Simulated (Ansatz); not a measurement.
System: C7H13, net charge 0, doublet state. It need not be the lowest isomer of its formula. SMILES: C=CCC[CH]CC
Coordinates optimised at B3LYP-D3(BJ)/def2-TZVP (Ansatz, an electronic-structure program):
```
C
H 1 1.0924
H 1 1.0949 2 107.01
C 1 1.4955 2 110.17 3 -119.07
C 4 1.3270 1 125.22 2 -4.82
H 5 1.0826 4 121.75 1 -179.12
H 5 1.0845 6 116.83 4 179.79
H 4 1.0878 5 118.96 6 -0.51
C 1 1.5531 2 109.36 3 117.08
H 9 1.0922 1 108.24 2 63.43
H 9 1.0978 10 106.75 1 -115.53
C 9 1.4861 10 110.71 11 -119.68
H 12 1.0846 9 119.05 10 -22.51
C 12 1.4891 13 117.98 9 171.77
H 14 1.0944 12 109.70 13 179.10
H 14 1.0985 15 106.05 12 118.68
C 14 1.5383 15 109.37 16 116.17
H 17 1.0913 14 111.01 15 61.71
H 17 1.0918 18 107.68 14 -121.38
H 17 1.0923 18 108.26 19 -116.49
```
Charge 0, spin multiplicity 2.

Property: atomisation energy (electronic, to ground-state atoms), in eV. Cores are frozen in the correlated levels unless marked. UHF or UKS for open shells. Spin-orbit coupling is left out. Non-relativistic. The coupled-cluster limit lacks core correlation, which all-electron functionals hold. CBS(X,Y): correlation extrapolated as X^-3; Hartree-Fock from the larger set. [CCSD(T)-MP2]/basis is that difference in the basis named.

| level | program | atomisation energy (eV) |
|---|---|---|
| HF/6-31G* | Ansatz | 63.58 |
| r2SCAN/def2-TZVPD | Ansatz | 83.95 |
| r2SCAN-D4/def2-TZVPD | Ansatz + dftd4 | 84.06 |
| B97M-V/def2-TZVPD | Ansatz | 83.80 |
| B3LYP/def2-TZVPD | Ansatz | 83.23 |
| PBE0/def2-TZVP | Ansatz | 84.18 |
| r2SCANh-D4/def2-TZVPD | Ansatz + dftd4 | 83.76 |
| r2SCAN0-D4/def2-TZVPD | Ansatz + dftd4 | 83.33 |
| HSE06/def2-TZVPD | Ansatz | 84.27 |
| wB97M-V/def2-TZVPD | Ansatz | 83.81 |
| B2GP-PLYP/def2-TZVPD | Ansatz | 82.60 |
| B2PLYP/def2-TZVPD | Ansatz | 82.73 |
| RPA@PBE/cc-pVTZ | Ansatz | 78.45 |
| MP2/6-31G* | Ansatz | 77.64 |
| MP2/cc-pVTZ | Ansatz | 82.65 |
| RI-MP2/cc-pVQZ | Ansatz | 83.72 |
| SCS-MP2/cc-pVTZ | Ansatz | 82.36 |
| CCSD/6-31G | Ansatz | 73.16 |
| CCSD/6-31G* | Ansatz | 76.38 |
| CCSD/cc-pVTZ | Ansatz | 80.85 |
| RI-MP2/CBS(cc-pVTZ,cc-pVQZ)+[CCSD(T)-MP2]/cc-pVTZ | Ansatz | 83.67 |
